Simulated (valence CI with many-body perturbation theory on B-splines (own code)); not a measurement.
# Level structure of Pt LXXIV

Calculated by relativistic CI+MBPT: three valence electrons over a frozen Dirac-Fock core [He], radial functions for each j: 9 s, 9 p, 8 d, 6 f, 3 g, 1 h, with the one-electron correlation potential Σ1, the two-electron term Σ2, the three-electron term Σ3, Breit, model QED; selected CI, second order for the rest, scaled by the run's own slope (own B-spline code, finite nucleus).

No measured spectrum was set against this ion. As an estimate, large intervals hold to a few tenths of a per cent, small ones and those within an open d or f shell to about a per cent.

Levels 1 to 42 of 42, with energies above the lowest level, (2s^2 2p1/2) J=1/2. "Leading %" is the weight of the configuration and term that name the level; weights of strongly mixed levels are sums over their largest components and can fall short, so below about 35 % the name and the second component can differ from the true leading terms, or belong to a minority configuration. In the jj column 3d3/2^4 stands for four electrons in 3d with j = 3/2. Lifetimes count E1, E2, E3, M1 and M2 decay at the calculated energies, and are blank where another channel may lead or the interval is too uncertain; long ones can be off by a factor of two.

```tsv
No.	Configuration	Term	J	E (Ry)	Leading %	Leading jj	g	Lifetime
1	2s²2p	²P°	1/2	0.00	100	2s^2 2p1/2 (100 %)	0.609	
2	2s2p²	⁴P	1/2	21.89	48	2s 2p1/2^2 (100 %)	2.008	34.1 ps
3	2s²2p	²P°	3/2	136.99	99	2s^2 2p3/2 (99 %)	1.293	10.1 ps
4	2s2p²	⁴P	3/2	152.46	89	2s 2p1/2 2p3/2 (100 %)	1.611	4.68 ps
5	2s2p²	²D	5/2	155.53	64	2s 2p1/2 2p3/2 (100 %)	1.298	98.4 ps
6	2s2p²	²P	1/2	161.34	68	2s 2p1/2 2p3/2 (100 %)	1.272	46.5 fs
7	2s2p²	²D	3/2	161.47	61	2s 2p1/2 2p3/2 (100 %)	0.970	50.5 fs
8	2p³	²P°	3/2	184.09	49	2p1/2^2 2p3/2 (99 %)	1.304	66.8 fs
9	2s2p²	⁴P	5/2	290.76	64	2s 2p3/2^2 (100 %)	1.413	216 fs
10	2s2p²	²S	1/2	299.41	68	2s 2p3/2^2 (100 %)	1.916	59.4 fs
11	2s2p²	²P	3/2	299.45	58	2s 2p3/2^2 (100 %)	1.163	31.7 fs
12	2p³	⁴S°	3/2	317.13	56	2p1/2 2p3/2^2 (100 %)	1.429	32.8 fs
13	2p³	²D°	5/2	318.79	100	2p1/2 2p3/2^2 (100 %)	1.156	34.4 fs
14	2p³	²P°	1/2	323.40	100	2p1/2 2p3/2^2 (100 %)	0.609	30.8 fs
15	2p³	²P°	3/2	457.50	51	2p3/2^3 (100 %)	1.283	21.9 fs
16	2s²3s	²S	1/2	884.62	98	2s^2 3s (98 %)	1.978	2.59 fs
17	2s²3p	²P°	1/2	891.80	96	2s^2 3p1/2 (96 %)	0.654	68.3 fs
18	2s2p3s	⁴P°	1/2	899.28	85	2s 2p1/2 3s (99 %)	2.346	2.89 fs
19	2s2p3s	⁴P°	3/2	901.46	58	2s 2p1/2 3s (100 %)	1.521	2.60 fs
20	2s2p3s	²P°	1/2	903.96	95	2s 2p1/2 3s (99 %)	0.683	3.29 fs
21	2s2p3p	⁴D	1/2	905.33	72	2s 2p1/2 3p1/2 (100 %)	0.257	3.84 fs
22	2s2p3p	⁴D	3/2	907.54	39	2s 2p1/2 3p1/2 (100 %)	1.077	1.54 fs
23	2s2p3p	⁴P	1/2	911.25	45	2s 2p1/2 3p1/2 (99 %)	1.898	2.88 fs
24	2p²3s	⁴P	1/2	925.40	45	2p1/2^2 3s (97 %)	1.977	3.27 fs
25	2p²3p	²P°	1/2	931.03	46	2p1/2^2 3p1/2 (98 %)	0.641	912 as
26	2s²3p	²P°	3/2	932.23	98	2s^2 3p3/2 (98 %)	1.317	53.6 fs
27	2s²3d	²D	3/2	936.81	98	2s^2 3d3/2 (98 %)	0.783	441 as
28	2s2p3p	⁴P	3/2	946.78	31	2s 2p1/2 3p3/2 (100 %)	1.384	4.58 fs
29	2s²3d	²D	5/2	947.26	86	2s^2 3d5/2 (86 %)	1.199	573 as
30	2s2p3p	⁴D	5/2	949.51	37	2s 2p1/2 3p3/2 (86 %)	1.291	3.53 fs
31	2s2p3p	²D	3/2	949.58	42	2s 2p1/2 3p3/2 (100 %)	1.239	2.07 fs
32	2s2p3p	²P	1/2	949.89	45	2s 2p1/2 3p3/2 (99 %)	1.333	1.31 fs
33	2s2p3d	⁴F°	3/2	950.42	69	2s 2p1/2 3d3/2 (100 %)	0.572	1.72 fs
34	2s2p3d	⁴F°	5/2	952.85	40	2s 2p1/2 3d3/2 (99 %)	0.994	2.71 fs
35	2s2p3d	²P°	3/2	954.24	30	2s 2p1/2 3d3/2 (99 %)	1.143	373 as
36	2s2p3d	⁴D°	1/2	954.53	53	2s 2p1/2 3d3/2 (99 %)	0.439	370 as
37	2s2p3d	⁴P°	5/2	961.89	33	2s 2p1/2 3d5/2 (100 %)	1.296	499 as
38	2s2p3d	²F°	7/2	964.19	41	2s 2p1/2 3d5/2 (100 %)	1.215	509 as
39	2s2p3d	²F°	5/2	965.09	46	2s 2p1/2 3d5/2 (99 %)	1.075	510 as
40	2s2p3d	²P°	3/2	965.14	38	2s 2p1/2 3d5/2 (96 %)	1.124	518 as
41	2p²3p	²P°	3/2	972.74	34	2p1/2^2 3p3/2 (96 %)	1.314	1.83 fs
42	2p²3d	²D	3/2	976.07	43	2p1/2^2 3d3/2 (98 %)	0.780	2.69 fs
```

The ionisation energy to 2s² ¹S0 of the next ion comes out as 21273 eV (NIST: 21280 ± 90 eV (theoretical)). All 42 levels together are meant to be complete up to 987.57 Ry.
